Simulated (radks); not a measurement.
Values are calculated unless marked as measured or tabulated.
Valence configurations of neutral tungsten (all share [Xe]). Level of theory: non-relativistic Kohn-Sham, r2SCAN, spin-unpolarised, spherical densities, point nucleus; meta-GGA in the generalised Kohn-Sham scheme; relativity is left out, which matters for an element this heavy (a radial shooting solver on a logarithmic mesh with Libxc functionals). Energies are relative to 4f14 5d4 6s2; eigenvalues in eV.

valence           E (eV)    e(4f)    e(5d)   e(6p)   e(6s)
4f14 5d5 6s1      -0.487  -39.646   -3.972       -  -3.887
4f14 5d4.5 6s1.5  -0.352  -41.047   -4.889       -  -4.419
4f14 5d6          -0.221  -37.236   -2.372       -       -
4f14 5d4 6s2       0.000  -42.559   -5.869       -  -4.914
4f14 5d4 6p2       7.030  -45.069   -8.116  -2.588       -
4f13.5 5d4.5 6s2  19.397  -47.383   -6.466       -  -4.954
4f13 5d5 6s2      40.936  -52.318   -7.062       -  -4.987
4f13 5d4 6s2 6p1  47.820  -57.151  -10.556  -2.521  -6.671
4f12 5d4 6s2 6p2  109.62  -72.682  -15.581  -3.557  -8.346
4f11 5d4 6s2 6p3  186.35  -88.999  -20.853  -4.539  -9.958

NIST lists [Xe] 4f14 5d4 6s2 as the ground configuration; this level of theory puts 4f14 5d5 6s1 lower, by 0.487 eV. The energies are those of spherical spin-averaged densities, not of single terms. Relativity is left out, which favours d and f over s occupation in heavy atoms.
